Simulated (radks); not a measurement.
Q: These are the eigenvalues of the occupied orbitals of an atom or ion with whole-number occupations (eV). Method: scalar-relativistic Kohn-Sham, PBE, spin-unpolarised, spherical densities, point nucleus; computed with a radial shooting solver on a logarithmic mesh with Libxc functionals.

| orbital | eigenvalue |
|---|---|
| 1s | -3528.430 |
| 2s | -359.5700 |
| 2p | -286.2836 |
| 3s | -41.4524 |
| 3p | -24.8841 |

Which element is it, and in what charge state? The configuration may be excited.

A: Z = 19, potassium, charge +1: K+ in [Ar]. The list shows which subshells hold electrons but not how many an open one holds; the 1s level, -129.67 hartree, gives Z - s = 16.1 by -(Z - s)^2/2, which with screening and relativity narrows Z to a few neighbours, and the depths of the outer levels then fix element, charge and occupations together.
